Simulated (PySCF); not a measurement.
SnHF2Cl, SMILES [F][SnH]([F])[Cl]. Heavy atoms are numbered as in [SnH:1]([F:2])([F:3])[Cl:4]. Hydrogens are named by the atom that carries them.

The structure is a stationary point at r2SCAN-D4/def2-SVP. The def2 effective core potentials stand for the cores of Sn; spin–orbit coupling is left out.

Method: HF/def2-TZVPD run with PySCF.

Mulliken values depend strongly on the basis, most of all with diffuse functions as here. ESP charges are fitted to the potential on shells at 1.4 to 2.0 van der Waals radii. Atomic charges (e), one atom of each kind:

| atom | ESP fit | Mulliken |
|---|---|---|
| Sn1 (SnH) | 0.93 | 1.71 |
| F2 | -0.36 | -0.65 |
| Cl4 | -0.20 | -0.49 |
| H on Sn1 | -0.02 | 0.09 |
